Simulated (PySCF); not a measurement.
The numbers are results of CAM-B3LYP-D3(BJ)/def2-TZVP run with PySCF 2.14.0, not measurements. Gas-phase values, no solvent. One relaxed conformer stands for a flexible species; it need not be the lowest. Excitations are Tamm–Dancoff values on a coarser integration grid. The basis has no diffuse functions, so Rydberg states are missing or too high.

Reference species (SMILES): `C=C(Cl)C[SiH3]` (Cl–C–C–Si torsion 74°) (neutral, multiplicity 1).

* **HOMO–LUMO gap**: 9.48 eV
* **brightest of the four lowest singlets (TDA)**: 7.00 eV

Changed species: `C(/C)(=C\Cl)[SiH3]`.

Problem. Give the shifts of the HOMO–LUMO gap and brightest of the four lowest singlets (TDA).

Solution. the HOMO–LUMO gap falls by 0.31 eV, to 9.17 eV; the brightest of the four lowest singlets (TDA) falls by 0.41 eV, to 6.59 eV.
